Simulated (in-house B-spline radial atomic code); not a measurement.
A fraction x of an electron is moved 3d → 4f in Pd⁵⁺, starting from [Kr] 4d5 and keeping the highest spin. Method: non-relativistic AM05, spin-polarised, spherical fractional occupations, point nucleus. Calculated with an all-electron radial atomic-structure program (B-spline basis).

| x | E(x) - E(0) (eV) | 3d down level (eV) | 4f up level (eV) |
| --- | --- | --- | --- |
| 0 | 0.0000 | -409.145 | - |
| 0.125 | 47.4914 | -412.817 | -31.277 |
| 0.25 | ? | ? | ? |
| 0.375 | 143.6811 | -420.099 | -32.126 |
| 0.5 | 192.3780 | -423.707 | -32.531 |
| 0.625 | 241.4746 | -427.292 | -32.926 |
| 0.75 | 290.9690 | -430.854 | -33.312 |
| 0.875 | ? | ? | ? |
| 1 | 391.1445 | -437.909 | -34.058 |

Question: What belongs in the row x = 0.25?

Answer: An energy change of 95.3852 eV; 3d down at -416.469 eV, 4f up at -31.709 eV.

Question: What belongs in the row x = 0.875?

Answer: An energy change of 340.8597 eV; 3d down at -434.393 eV, 4f up at -33.689 eV.

Question: Check Janak's theorem between x = 0.375 and 0.5.

Answer: The slope of the energy is 389.58 eV; the orbital levels give 389.57 eV (ε of the receiving orbital less ε of the emptying one, averaged over the two points).
